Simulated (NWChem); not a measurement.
System: ethylene glycol (C2H6O2); SMILES OCCO

Parts of the log:

```
             Northwest Computational Chemistry Package (NWChem) 7.3.0
             --------------------------------------------------------

 C1  symmetry detected

                             Geometry "geometry" -> ""
                             -------------------------

 Output coordinates in angstroms (scale by  1.889725989 to convert to a.u.)

  No.       Tag          Charge          X              Y              Z
 ---- ---------------- ---------- -------------- -------------- --------------
    1 O                    8.0000    -0.58536387    -1.29833138    -0.17346116
    2 C                    6.0000     0.60183269    -0.67862183     0.26614282
    3 C                    6.0000     0.57207291     0.73174752    -0.27993234
    4 O                    8.0000    -0.57267619     1.40754665     0.14809526
    5 H                    1.0000    -0.72035758    -2.10963646     0.32368972
    6 H                    1.0000     0.64589592    -0.63485755     1.37155483
    7 H                    1.0000     1.50611312    -1.20935338    -0.09235872
    8 H                    1.0000     1.45543682     1.28765478     0.07323781
    9 H                    1.0000     0.63455816     0.68353660    -1.38723832
   10 H                    1.0000    -1.30075959     0.79017973    -0.00322110

 Effective nuclear repulsion energy (a.u.)     134.5608052880

                                 NWChem DFT Module
                                 -----------------

 Summary of "ao basis" -> "ao basis" (spherical)
 ------------------------------------------------------------------------------
       Tag                 Description            Shells   Functions and Types
 ---------------- ------------------------------  ------  ---------------------
 O                         def2-svpd                 9       23   4s3p2d
 C                         def2-svpd                 8       20   4s2p2d
 H                         def2-svpd                 4        8   2s2p

            General Information
            -------------------
          SCF calculation type: DFT
          Wavefunction type:  closed shell.
          No. of atoms     :    10
          No. of electrons :    34
           Alpha electrons :    17
            Beta electrons :    17
          Charge           :     0
          Spin multiplicity:     1
          Use of symmetry is: off; symmetry adaption is: off
          Maximum number of iterations: 200
          AO basis - number of functions:   134
                     number of shells:    58
          Convergence on energy requested:  1.00D-06
          Convergence on density requested:  1.00D-05
          Convergence on gradient requested:  5.00D-04

              XC Information
              --------------
                         PBE0 Method XC Functional
                     Hartree-Fock (Exact) Exchange  0.250
          PerdewBurkeErnzerhof Exchange Functional  0.750
            Perdew 1991 LDA Correlation Functional  1.000 local
           PerdewBurkeErnz. Correlation Functional  1.000 non-local

             Grid Information
             ----------------
          Grid used for XC integration:  medium
          Radial quadrature: Mura-Knowles
          Angular quadrature: Lebedev.
          Tag              B.-S. Rad. Rad. Pts. Rad. Cut. Ang. Pts.
          ---              ---------- --------- --------- ---------
          O                   0.60       49          11.0       434
          C                   0.70       49          10.0       434
          H                   0.35       45          11.0       434
          Grid pruning is: on
          Number of quadrature shells:   466
          Spatial weights used:  Erf1

      Superposition of Atomic Density Guess
      -------------------------------------

 Sum of atomic energies:        -227.63434947

      Non-variational initial energy
      ------------------------------

 Total energy =    -229.753493
 1-e energy   =    -576.280112
 2-e energy   =     211.965814
 HOMO         =      -0.357259
 LUMO         =       0.045177

   convergence    iter        energy       DeltaE   RMS-Dens  Diis-err
 ---------------- ----- ----------------- --------- --------- ---------
 d= 0,ls=0.0,diis     1   -229.7732708464 -3.64D+02  1.02D-02  6.92D-01
 d= 0,ls=0.0,diis     2   -229.7573159685  1.60D-02  4.75D-03  9.87D-01
 d= 0,ls=0.0,diis     3   -229.8476385573 -9.03D-02  7.96D-04  2.67D-02
 d= 0,ls=0.0,diis     4   -229.8499891664 -2.35D-03  2.12D-04  9.20D-04
 d= 0,ls=0.0,diis     5   -229.8500751979 -8.60D-05  6.41D-05  1.26D-04
 d= 0,ls=0.0,diis     6   -229.8500903879 -1.52D-05  9.55D-06  1.19D-06
 d= 0,ls=0.0,diis     7   -229.8500904872 -9.93D-08  2.99D-06  4.06D-07

         Total DFT energy =     -229.850090487219
      One electron energy =     -579.998301008316
           Coulomb energy =      245.572712319407
    Exchange-Corr. energy =      -29.985307086320
 Nuclear repulsion energy =      134.560805288010

 Numeric. integr. density =       34.000010675958

                       DFT Final Molecular Orbital Analysis
                       ------------------------------------

 Vector   15  Occ=2.000000D+00  E=-3.487558D-01
              MO Center=  2.0D-02,  8.6D-01,  3.2D-02, r^2= 2.3D+00
   Bfn.  Coefficient  Atom+Function         Bfn.  Coefficient  Atom+Function
  ----- ------------  ---------------      ----- ------------  ---------------
    69      0.381792   4 O  py               49     -0.281572   3 C  py
   111     -0.235180   8 H  s                72      0.224508   4 O  py
    29      0.203661   2 C  py               66      0.203899   4 O  s
   127     -0.197934  10 H  s                70      0.171163   4 O  pz
    65      0.145318   4 O  s                 7      0.144264   1 O  pz

 Vector   16  Occ=2.000000D+00  E=-3.097836D-01
              MO Center= -7.9D-02, -1.1D+00,  1.7D-02, r^2= 1.7D+00
   Bfn.  Coefficient  Atom+Function         Bfn.  Coefficient  Atom+Function
  ----- ------------  ---------------      ----- ------------  ---------------
     7      0.396978   1 O  pz               10      0.281757   1 O  pz
     6      0.266535   1 O  py                5     -0.256060   1 O  px
   103      0.239352   7 H  s                95     -0.211286   6 H  s
     9      0.197028   1 O  py                8     -0.182876   1 O  px
    30     -0.169981   2 C  pz              104      0.119279   7 H  s

 Vector   17  Occ=2.000000D+00  E=-2.874547D-01
              MO Center= -2.1D-01,  1.0D+00, -5.4D-02, r^2= 1.8D+00
   Bfn.  Coefficient  Atom+Function         Bfn.  Coefficient  Atom+Function
  ----- ------------  ---------------      ----- ------------  ---------------
    70      0.506460   4 O  pz               73      0.360154   4 O  pz
   119      0.234974   9 H  s                69     -0.201082   4 O  py
    50     -0.187292   3 C  pz               29     -0.169046   2 C  py
    72     -0.148621   4 O  py               47      0.136020   3 C  s
    32     -0.093653   2 C  py               53     -0.086278   3 C  pz

 Vector   18  Occ=0.000000D+00  E= 1.128304D-02
              MO Center= -5.1D-01, -1.8D+00,  4.9D-01, r^2= 6.3D+00
   Bfn.  Coefficient  Atom+Function         Bfn.  Coefficient  Atom+Function
  ----- ------------  ---------------      ----- ------------  ---------------
    27      2.044715   2 C  s                96     -1.234329   6 H  s
    26      1.042006   2 C  s               104     -0.920812   7 H  s
    12     -0.892551   1 O  py               47      0.819508   3 C  s
    88     -0.713929   5 H  s                11     -0.534259   1 O  px
    46      0.518735   3 C  s               120     -0.512036   9 H  s

 Vector   19  Occ=0.000000D+00  E= 4.420792D-02
              MO Center=  1.5D+00, -7.7D-02, -8.5D-02, r^2= 7.6D+00
   Bfn.  Coefficient  Atom+Function         Bfn.  Coefficient  Atom+Function
  ----- ------------  ---------------      ----- ------------  ---------------
    47      3.326154   3 C  s                27      3.032892   2 C  s
   112     -2.422258   8 H  s               104     -2.395055   7 H  s
     4     -2.171001   1 O  s                67     -1.909740   4 O  s
    26      1.072832   2 C  s                46      1.069293   3 C  s
    88      0.976929   5 H  s               120     -0.862873   9 H  s

 Vector   20  Occ=0.000000D+00  E= 5.676290D-02
              MO Center= -7.0D-01,  4.6D-01, -3.1D-01, r^2= 8.7D+00
   Bfn.  Coefficient  Atom+Function         Bfn.  Coefficient  Atom+Function
  ----- ------------  ---------------      ----- ------------  ---------------
    47      3.819193   3 C  s                27     -1.771223   2 C  s
   120     -1.432698   9 H  s                46      1.309095   3 C  s
   104      1.172499   7 H  s                74     -0.966708   4 O  px
    26     -0.815827   2 C  s                 4     -0.727682   1 O  s
    67     -0.705131   4 O  s               112     -0.669287   8 H  s

     Multipole analysis of the density
     ---------------------------------

     L   x y z        total         alpha         beta         nuclear
     -   - - -        -----         -----         ----         -------
     0   0 0 0     -0.000000    -17.000000    -17.000000     34.000000

     1   1 0 0      0.379094      0.189547      0.189547      0.000000
     1   0 1 0     -0.937943     -0.468971     -0.468971      0.000000
     1   0 0 1      0.234988      0.117494      0.117494      0.000000

     2   2 0 0    -17.289066    -38.854130    -38.854130     60.419195
     2   1 1 0      1.239271      0.153920      0.153920      0.931431
     2   1 0 1     -0.302617      0.066322      0.066322     -0.435260
     2   0 2 0    -19.128878    -88.800133    -88.800133    158.471387
     2   0 1 1     -2.228547      0.924440      0.924440     -4.077427
     2   0 0 2    -19.134871    -18.915776    -18.915776     18.696681

            General Information
            -------------------
          SCF calculation type: DFT
          Wavefunction type:  closed shell.
          No. of atoms     :    10
          No. of electrons :    34
           Alpha electrons :    17
            Beta electrons :    17
          Charge           :     0
          Spin multiplicity:     1
          Use of symmetry is: off; symmetry adaption is: off
          Maximum number of iterations: 200
          AO basis - number of functions:   134
                     number of shells:    58
          Convergence on energy requested:  1.00D-06
          Convergence on density requested:  1.00D-05
          Convergence on gradient requested:  5.00D-04

              XC Information
              --------------
                         PBE0 Method XC Functional
                     Hartree-Fock (Exact) Exchange  0.250
          PerdewBurkeErnzerhof Exchange Functional  0.750
            Perdew 1991 LDA Correlation Functional  1.000 local
           PerdewBurkeErnz. Correlation Functional  1.000 non-local

             Grid Information
             ----------------
          Grid used for XC integration:  medium
          Radial quadrature: Mura-Knowles
          Angular quadrature: Lebedev.
          Tag              B.-S. Rad. Rad. Pts. Rad. Cut. Ang. Pts.
          ---              ---------- --------- --------- ---------
          O                   0.60       49          11.0       434
          C                   0.70       49          10.0       434
          H                   0.35       45          11.0       434
          Grid pruning is: on
          Number of quadrature shells:   466
          Spatial weights used:  Erf1

          Convergence Information
          -----------------------
          Convergence aids based upon iterative change in
          total energy or number of iterations.
          Levelshifting, if invoked, occurs when the
          HOMO/LUMO gap drops below (HL_TOL):  1.00D-02
          DIIS, if invoked, will attempt to extrapolate
          using up to (NFOCK): 20 stored Fock matrices.

                    Damping( 0%)  Levelshifting(0.5)       DIIS
                  --------------- ------------------- ---------------
          dE  on:    start            ASAP                start
          dE off:    2 iters        200 iters           200 iters

                            NWChem DFT Gradient Module
                            --------------------------

  charge          =   0.00
  wavefunction    = closed shell

                         DFT ENERGY GRADIENTS

    atom               coordinates                        gradient
                 x          y          z           x          y          z
   1 O      -1.106177  -2.453491  -0.327794    0.000420   0.005401  -0.002315
   2 C       1.137299  -1.282409   0.502937   -0.005363  -0.002808  -0.002699
   3 C       1.081061   1.382802  -0.528995   -0.007479   0.001048   0.002337
   4 O      -1.082201   2.659877   0.279859    0.003590   0.001391   0.001447
   5 H      -1.361278  -3.986635   0.611685    0.001689  -0.001020   0.002178
   6 H       1.220566  -1.199707   2.591863    0.001073   0.000617   0.001614
   7 H       2.846141  -2.285347  -0.174533    0.002078  -0.000651   0.000458
   8 H       2.750377   2.433315   0.138399    0.001447   0.000450  -0.000012
   9 H       1.199141   1.291697  -2.621500    0.001462  -0.000952  -0.001693
  10 H      -2.458079   1.493223  -0.006087    0.001084  -0.003475  -0.001315
```

Level: PBE0/def2-SVPD. Coordinates come from a PBE0/def2-SVP optimisation.

Task: Write an input that gives this output.

Result: One answer among several that fit: the input that was run:
```
start job
memory heap 200 mb stack 900 mb global 1100 mb
geometry units angstroms noautoz
  O     -0.583103    -1.307559    -0.181237
  C      0.599196    -0.676016     0.254710
  C      0.555306     0.732905    -0.294144
  O     -0.594778     1.398969     0.134841
  H     -0.709594    -2.119064     0.317820
  H      0.645073    -0.629599     1.359940
  H      1.507621    -1.199099    -0.104554
  H      1.434202     1.297666     0.056114
  H      0.616010     0.683022    -1.401475
  H     -1.317427     0.774596    -0.013755
end
basis spherical
  O library def2-svpd
  C library def2-svpd
  H library def2-svpd
end
dft
  xc pbe0
  iterations 200
  convergence diis 20
end
task dft gradient
```
